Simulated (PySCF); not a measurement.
3-methylidenepent-1-en-4-yne (C6H6), SMILES C#CC(=C)C=C.

The structure is a stationary point at B3LYP-D3(BJ)/def2-SVP. Other conformers were not sampled.

Level of theory: TDA-LC-ωPBE/def2-SVPD in PySCF.

Vertical excitations.  State labels are in the subgroup Cs.

```csv
state,symmetry,energy (eV),λ (nm),f,main pairs
S1,A",5.80,214,0.000,"HOMO−2→LUMO 73 %, HOMO−2→LUMO+2 19 %"
S2,A',5.95,208,0.453,HOMO→LUMO 71 %
S3,A",6.48,191,0.000,"HOMO→LUMO+5 35 %, HOMO−1→LUMO+5 22 %, HOMO→LUMO+4 13 %, HOMO−1→LUMO+4 7 %"
S4,A',6.59,188,0.404,"HOMO−1→LUMO 55 %, HOMO→LUMO 20 %"
S5,A',7.17,173,0.049,"HOMO→LUMO+2 73 %, HOMO−1→LUMO 21 %"
S6,A",7.48,166,0.003,HOMO→LUMO+1 76 %
S7,A",7.69,161,0.000,HOMO−3→LUMO 70 %
S8,A",7.96,156,0.000,"HOMO→LUMO+3 28 %, HOMO→LUMO+4 27 %, HOMO→LUMO+6 12 %, HOMO−1→LUMO+1 11 %"
S9,A',8.01,155,0.129,"HOMO−1→LUMO+2 33 %, HOMO−2→LUMO+5 18 %, HOMO−1→LUMO 14 %, HOMO→LUMO+2 11 %"
S10,A",8.11,153,0.000,"HOMO−2→LUMO+2 47 %, HOMO−2→LUMO 16 %, HOMO−3→LUMO 14 %"
T1,A',2.86,433,0,HOMO→LUMO 87 %
T2,A',4.21,294,0,"HOMO−1→LUMO 43 %, HOMO→LUMO+2 38 %"
T3,A",5.29,235,0,"HOMO−2→LUMO 53 %, HOMO−2→LUMO+2 22 %"
T4,A',5.33,233,0,"HOMO−2→LUMO+5 28 %, HOMO−1→LUMO+2 22 %, HOMO−4→LUMO 15 %, HOMO−2→LUMO+4 8 %"
```
Triplets are in the Tamm–Dancoff approximation.
